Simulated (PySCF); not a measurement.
## Cobalt: a sound run and one with changed settings

Sound run: Co [Ar] 3d7 4s2, Co⁺ [Ar] 3d8. Computed with PySCF 2.14 in cc-pVTZ (7s6p4d2f1g, 68 functions), with the non-relativistic Hamiltonian (point nucleus). The sound run starts from symmetry-adapted Hartree-Fock orbitals and uses a fine grid where one is needed.

A second run was set up differently.

```tsv
species	method	sound run (hartree)	changed run (hartree)	converged
Co	UHF	-1381.42514	-1381.42514	yes
Co	B3LYP	-1382.79378	-1382.80750	yes
Co	TPSS	-1382.77793	-1382.81216	yes
Co⁺	UHF	-1381.13666	-1381.13666	yes
Co⁺	B3LYP	-1382.51430	-1382.53320	yes
Co⁺	TPSS	-1382.51365	-1382.56014	yes
```

Ionisation energy of Co:

| method | sound run (eV) | changed run (eV) |
| --- | --- | --- |
| UHF | 7.850 | 7.850 |
| B3LYP | 7.605 | 7.464 |
| TPSS | 7.192 | 6.858 |

Problem. What was changed?
A. angular grid far too coarse
B. minimal basis
C. basis contracted for another Hamiltonian
D. all electrons correlated in a valence basis

Solution. A. It used 26 angular points. A coarse angular grid integrates products of high-l functions wrongly, so density functionals can shift, and the SCF can exploit the error; Hartree-Fock and MP2 need no grid.
